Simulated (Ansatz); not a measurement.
Reaction (SMILES): CO[SiH](OC)OC [trimethoxysilane] → CC(C)[Si](O)(O)O [trihydroxy(propan-2-yl)silane]
Structures are relaxed separately at B3LYP-D3(BJ)/def2-TZVP in Ansatz (a quantum-chemistry and plane-wave program), one conformer each, not searched for the lowest. Frequencies are from Ansatz.

Wanted: isomerisation energy (enthalpy at 298 K, with B3LYP-D3(BJ) rigid-rotor harmonic-oscillator terms), in kcal/mol. Correlated levels leave the core frozen unless marked. Spin-orbit coupling is left out. Non-relativistic unless marked X2C. CBS(X,Y): correlation extrapolated as X^-3; Hartree-Fock from the larger set. [CCSD(T)-MP2]/basis is that difference in the basis named.

```
level                                                                             program  isomerisation energy (kcal/mol)
-------------------------------------------------------------------------  --------------  -------------------------------
wB97X/def2-TZVPD                                                                   Ansatz                            -44.6
B2GP-PLYP/def2-TZVPD                                                               Ansatz                              [?]
B2PLYP-D4/def2-TZVPD                                                       Ansatz + dftd4                            -44.3
B2PLYP/def2-TZVPD                                                                  Ansatz                            -43.3
RPA@PBE/cc-pV(Q+d)Z                                                                Ansatz                            -45.0
SCS-MP2/aug-cc-pV(D+d)Z                                                            Ansatz                            -51.3
CCSD/cc-pV(D+d)Z                                                                   Ansatz                              [?]
CCSD/aug-cc-pV(T+d)Z                                                               Ansatz                              [?]
X2C-CCSD(T)/cc-pVTZ-DK                                                             Ansatz                            -48.2
RI-MP2/CBS(aug-cc-pV(T+d)Z,aug-cc-pV(Q+d)Z)+[CCSD(T)-MP2]/aug-cc-pV(T+d)Z          Ansatz                              [?]
```

Task: Some entries are withheld; supply them.

Result: 
- B2GP-PLYP/def2-TZVPD, isomerisation energy (kcal/mol): -44.5
- CCSD/cc-pV(D+d)Z, isomerisation energy (kcal/mol): -43.9
- CCSD/aug-cc-pV(T+d)Z, isomerisation energy (kcal/mol): -47.4
- RI-MP2/CBS(aug-cc-pV(T+d)Z,aug-cc-pV(Q+d)Z)+[CCSD(T)-MP2]/aug-cc-pV(T+d)Z, isomerisation energy (kcal/mol): -49.2
